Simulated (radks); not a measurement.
Fe3+, 23 electrons, occupied as [Ar] 3d4.5 4s0.5 (fractional occupations, a model configuration).

Method: Dirac Kohn-Sham, BLYP, spin-unpolarised, spherical densities, finite nucleus; open shells are shared between the two j in proportion to 2j + 1; Fermi nuclear charge, rms radius 3.7377 fm; computed with a radial shooting solver on a logarithmic mesh with Libxc functionals.

Energy parts (eV):
| part | energy |
|---|---|
| total | -34568.845 |
| kinetic | 35053.776 |
| electron-nucleus | -81777.554 |
| Hartree | 13643.714 |
| exchange-correlation | -1488.781 |

Orbitals (lengths in bohr, moments of r in powers of bohr):
orbital,occ.,eigenvalue (eV),<r^2>
1s1/2,2,-7042.184,0.004595
2s1/2,2,-862.7978,0.08411
2p1/2,2,-750.0561,0.06708
2p3/2,4,-737.5670,0.06870
3s1/2,2,-134.9531,0.7379
3p1/2,2,-101.7959,0.8144
3p3/2,4,-100.1830,0.8310
3d3/2,1.8,-46.8928,1.159
3d5/2,2.7,-46.7060,1.167
4s1/2,0.5,-32.8829,5.597

The highest occupied level is 4s1/2 at -32.883 eV. The density falls to 0.001 e/bohr^3 at r = 3.15 bohr. The electron density at the nucleus is 1.51e+04 e/bohr^3. Summed over all electrons, <r^2> = 15.05 bohr^2, which gives a Langevin (diamagnetic) susceptibility term of -11.9 x 10^-6 cm^3/mol.
